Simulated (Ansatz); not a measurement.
`CCNBN` from Hartree–Fock to CCSD(T)

Z-matrix (Å, degrees):
```
C
C 1 1.519
H 1 1.092 2 110.6
H 1 1.094 2 111.0 3 119.7
H 1 1.093 2 111.0 3 -120.6
N 2 1.443 1 113.2 3 -60.0
H 2 1.098 1 109.3 3 176.5
H 2 1.092 1 109.8 3 60.1
B 6 1.407 2 125.8 1 114.3
H 6 1.009 2 113.8 1 -63.2
N 9 1.411 6 123.0 2 -178.5
H 9 1.201 6 118.4 2 1.6
H 11 1.005 9 124.6 6 0.0
H 11 1.002 9 121.8 6 -179.7
```

Total charge 0; spin multiplicity 1. Geometry: relaxed with PBE0-D4/def2-TZVP. It is one conformer, not always the lowest. Frozen core, restricted reference, Ansatz. CBS rows extrapolate triple and quadruple zeta; past MP2 they add the triple-zeta difference.

```tsv
basis	HF (Eh)	MP2 corr.
def2-TZVPP	-214.72775	-0.88063
def2-QZVPP	-214.73850	-0.93957
```

(1) Estimate the CCSD correlation energy and the (T) correction in each basis where they were run (hartree).

Answers

(1) 
| basis | CCSD corr. | (T) |
| --- | --- | --- |
| def2-TZVPP | -0.92675 | -0.03558 |
| CBS(def2) | -1.02936 | as TZ |
